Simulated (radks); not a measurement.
Charge is removed step by step from the 1s1/2 level of neutral lithium, starting from [He] 2s1. Calculated with a radial shooting solver on a logarithmic mesh with Libxc functionals: Dirac Kohn-Sham, PBE, spin-unpolarised, spherical densities, finite nucleus; Fermi nuclear charge, rms radius 2.444 fm.

| removed (e) | E - E(0) (eV) | eigenvalue (eV) | E minus straight line (eV) |
|---|---|---|---|
| 0 | 0.000 | -51.854 | 0.000 |
| 0.25 | 13.943 | -59.773 | -3.159 |
| 0.5 | 29.925 | -68.150 | -4.279 |
| 0.75 | 48.050 | -76.913 | -3.255 |
| 1 | 68.407 | -85.981 | 0.000 |

Removing the whole electron costs 68.407 eV by Delta-SCF, against 51.854 eV from minus the eigenvalue at the starting occupation. Slater's transition state (half an electron removed) gives 68.150 eV. Integrating minus the eigenvalue over the occupation (Janak's theorem) gives 68.407 eV. The mean slope of the eigenvalue, de/dn, is 34.1 eV per electron.
